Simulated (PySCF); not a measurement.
SMILES C[SiH2]N[Si](O)(O)O (GFN2-xTB optimised geometry):

```
16

Si    -0.635     0.253    -1.352
C     -1.420     1.853    -0.712
N     -0.437    -0.795     0.000
Si     0.298    -2.359     0.000
O      1.923    -2.359     0.000
O     -0.140    -3.162    -1.347
O     -0.184    -3.048     1.388
H      0.659     0.541    -1.996
H     -1.509    -0.393    -2.344
H     -2.373     1.668    -0.227
H     -1.598     2.538    -1.533
H     -0.778     2.359     0.003
H     -0.645    -0.423     0.910
H      2.373    -2.156    -0.814
H     -1.068    -3.255    -1.539
H      0.426    -3.629     1.833
```

Level of theory: PBE0/def2-TZVP (PySCF).

Question: What are the frontier orbital energies and the dipole moment?

Answer: HOMO-2 -9.16 eV, HOMO-1 -8.87 eV, HOMO -7.42 eV, LUMO 0.38 eV, LUMO+1 1.02 eV; dipole moment 0.74 D.

Meta-Löwdin charges at PBE0/def2-TZVP: Si1 0.77, C2 -0.61, N3 -0.85, Si4 1.53, O5 -0.77, O6 -0.77, O7 -0.77, H8 -0.14, H9 -0.13, H10 0.13, H11 0.14, H12 0.13, H13 0.26, H14 0.36, H15 0.36, H16 0.36.
